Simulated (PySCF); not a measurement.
Peak assignment

Structure with atom numbers: `[F:1][C@@H:2]1[CH:3]=[C:4]([C:5]([F:6])([F:7])[F:8])[C@@H:9]2[CH2:10][C@H:11]12`; H(Xn) means a hydrogen on atom n. Ha(C10) is cis to C2 on the ring; Hb(C10) is trans to C2 on the ring.

All values are calculated (PySCF): B3LYP/pcJ-1 coupling constants (spin–dipole term only in couplings to heteroatoms), PBE0-D3(BJ)/def2-SVP geometry, shieldings: GIAO HF/pcSseg-2. In vacuum, non-relativistic Hamiltonian, single conformer, equivalent nuclei averaged.

Chemical shifts δ = σref − σ; 13C (σref 191.47) and 1H (σref 31.68) vs TMS, all at this level.

(1) Assign these signals to the numbered atoms. 13C{1H} NMR (computed): δ 155.1 (C, qd, J = 37.3, 8.0 Hz), 141.9 (CH, dq, J = 17.7, 4.2 Hz), 113.9 (C, q, J = 334.1 Hz), 89.0 (CH, d, J = 239.6 Hz), 16.8 (CH2, d, J = 3.6 Hz), 16.3 (CH), 12.7 (CH, d, J = 23.2 Hz).

(2) Assign these signals to the numbered atoms. 1H NMR (400 MHz, computed): δ 6.16 (ddq, J = 3.3, 2.7, 1.8 Hz, 1H), 5.45 (m, 1H), 1.82 (m, 1H), 1.62 (m, 1H), 0.93 (td, J = 5.1, 4.0 Hz, 1H), 0.81 (m, 1H).

Results:

(1) 
155.1 → C4, fully substituted alkene carbon: the olefinic region
141.9 → C3, alkene CH: as expected for a trigonal carbon in a double bond
113.9 → C5, CF3 carbon: 3 electronegative neighbours deshield it
89.0 → C2, allylic sp3 CH bonded to F: the inductive effect lowers its shielding
16.8 → C10, three-membered-ring carbon: carbons of three-membered rings are unusually shielded
16.3 → C9, three-membered-ring carbon
12.7 → C11, three-membered-ring carbon

C10 and C9 lie closer than the usual error of such a calculation, so a measured spectrum could show them in the other order.

(2) 
```tsv
δ (ppm)	atoms	environment	reason
6.16	H(C3)	hydrogen on an alkene CH	attached to an sp2 carbon and in the plane of the double bond
5.45	H(C2)	hydrogen on an allylic sp3 CH bonded to F	its carbon carries F, hence the downfield position
1.82	H(C9)	hydrogen on a three-membered-ring carbon	–
1.62	H(C11)	hydrogen on a three-membered-ring carbon	–
0.93	Ha(C10)	hydrogen on a three-membered-ring carbon	cyclopropane-type protons are shielded by the ring
0.81	Hb(C10)	hydrogen on a three-membered-ring carbon	–
```

Ha(C10) and Hb(C10) lie closer than the usual error of such a calculation, so a measured spectrum could show them in the other order.

C–F couplings over four or more bonds (about 3 Hz to the para carbon of a fluoroarene) are left out. Common functionals overestimate the size of one-bond C–F couplings by tens of Hz; these are unscaled. Multiplet labels drop couplings under 1 Hz and merge nearly equal ones. Unscaled 3J(H,H) at this level run about 10 % above measured values. Shifts are as computed, not scaled to solution data. Of 1313 compounds with measured shifts, 239 miss one by over three times the rms of a fit or turn the order of signals round; such compounds aren't used in these exercises.
